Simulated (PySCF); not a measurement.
## Tb⁵¹⁺: ionisation energy

Tb⁵¹⁺ [Ne] 3s2 3p2 [3p1/2^2, M_J = 0] → Tb⁵²⁺ [Ne] 3s2 3p1 [3p1/2^1, M_J = 1/2], as a difference of total energies. Calculation: PySCF 2.14, in an uncontracted even-tempered set (18 s from 14 bohr⁻², ratio 2.4; 14 p from 18 bohr⁻², ratio 2.4; 4 d from 61 bohr⁻², ratio 2.6; 4 f from 91 bohr⁻², ratio 2.6); the two-component X2C-1e Hamiltonian. Correlated levels: 1s2 frozen; the 54 highest virtual spinors dropped. "Screened" scales the spin-orbit matrix elements by Boettger's factors to mimic the two-electron term; Breit and QED terms are absent.

| method | ionisation energy (eV) |
| --- | --- |
| GHF (spin-free) | 4638.2 |
| GMP2 (spin-free) | 4638.9 |
| GHF (screened spin-orbit) | 4763.4 |
| GMP2 (screened spin-orbit) | 4765.2 |

Breit and QED terms and the two-electron picture change are absent.

The spin-free rows relax to the high-spin LS determinant and lack the spin-orbit shift.

The labels give the starting determinants; with spin-orbit coupling the two ends relaxed to ⟨J²⟩ = 0.00, ⟨L²⟩ = 1.34, ⟨S²⟩ = 1.34 and ⟨J²⟩ = 0.75, ⟨L²⟩ = 2.02, ⟨S²⟩ = 0.77.

For comparison: 4760 ± 4 eV (theoretical estimate listed by NIST; NIST Atomic Spectra Database, ionization energies).
